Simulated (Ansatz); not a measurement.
Z-matrix (Å, degrees):
```
Ge
O 1 1.770
F 1 1.697 2 112.2
F 1 1.697 2 111.5 3 119.8
F 1 1.697 2 107.1 3 -120.0
```

Charge 0, multiplicity 2.

**Question.** List the CAM-B3LYP/def2-TZVPP orbital energies in eV (Ansatz). (An estimate is asked.)

**Answer.** Computed: α occupied: -10855.55, -1359.55, -1210.52, -1210.51, -1210.51, -674.64, -674.54, -674.52, -525.93, -174.65, -124.98, -124.95, -124.93, -39.07, -39.05, -38.79, -38.48, -38.48, -35.68, -34.65, -34.54, -30.49, -18.93, -16.49, -16.28, -15.81, -14.99, -14.75, -14.63, -14.37, -14.28, -14.16, -13.89, -12.91. α empty: -0.57, 2.46, 2.65, 2.92, 6.04, 7.03, 7.20, 7.27. β occupied: -10855.55, -1359.54, -1210.52, -1210.51, -1210.51, -674.62, -674.54, -674.52, -525.24, -174.65, -124.97, -124.95, -124.93, -39.06, -39.05, -38.77, -38.49, -38.47, -35.65, -34.63, -34.54, -28.49, -18.82, -16.27, -16.27, -15.62, -14.74, -14.73, -14.40, -14.36, -14.15, -13.40, -12.22. β empty: -4.86, -0.41, 2.69, 2.82, 3.14, 6.09, 7.07, 7.23. ⟨S²⟩ = 0.753.
